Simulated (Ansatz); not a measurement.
**A ladder of methods for SnSe (SMILES [Se][Sn])**

SnSe: 2 atoms, total charge 0, spin state singlet. SMILES: `[Se][Sn]`. Geometry: relaxed at PBE0-D4/def2-TZVP.

| atom | x (Å) | y (Å) | z (Å) |
| --- | --- | --- | --- |
| Se | 0.0000 | 0.0000 | 0.0065 |
| Sn | 0.0000 | 0.0000 | 2.3318 |

Quantity: the energy change with the Se1–Sn2 bond stretched from 2.325 to 4.651 Å, in eV. The values are calculated.

```json
{"level": "HF/STO-3G (restricted)", "kind": "Hartree–Fock", "program": "Ansatz", "value (eV)": "7.97", "less FCI/STO-3G": "+2.41"}
{"level": "SVWN5/STO-3G (restricted)", "kind": "LDA", "program": "Ansatz", "value (eV)": "8.32", "less FCI/STO-3G": "+2.76"}
{"level": "BLYP/STO-3G (restricted)", "kind": "GGA", "program": "Ansatz", "value (eV)": "7.63", "less FCI/STO-3G": "+2.07"}
{"level": "PBE0/STO-3G (restricted)", "kind": "global hybrid", "program": "Ansatz", "value (eV)": "9.21", "less FCI/STO-3G": "+3.65"}
{"level": "wB97X/STO-3G (restricted)", "kind": "range-separated hybrid", "program": "Ansatz", "value (eV)": "8.98", "less FCI/STO-3G": "+3.42"}
{"level": "MP2/STO-3G (restricted)", "kind": "perturbation theory", "program": "Ansatz", "value (eV)": "9.07", "less FCI/STO-3G": "+3.51"}
{"level": "CCSD(T)/STO-3G (unrestricted)", "kind": "coupled cluster or CI", "program": "Ansatz", "value (eV)": "5.55", "less FCI/STO-3G": "-0.01"}
{"level": "FCI/STO-3G", "kind": "exact in the basis", "program": "Ansatz", "value (eV)": "5.56", "less FCI/STO-3G": "0.00"}
```

FCI/STO-3G is exact within its basis and frozen core, so for wave-function methods in that basis the difference is their error; functionals converge differently with the basis, so for them it is only a difference. Spin-restricted single references rise too steeply as a bond breaks. Perturbation and coupled-cluster corrections on them can overshoot downwards. All-electron rows without a relativistic Hamiltonian named are non-relativistic. The first shape isn't each level's own minimum. The values span 5.55 to 9.21 eV. Spin contamination of the reference (⟨S²⟩ at least 0.1 too high) touches CCSD(T)/STO-3G. All rows use very small basis sets, so even the best lies far from the true value. In the correlated wave-function rows the outer d shell of Se, Sn is correlated, in sets not made for it.
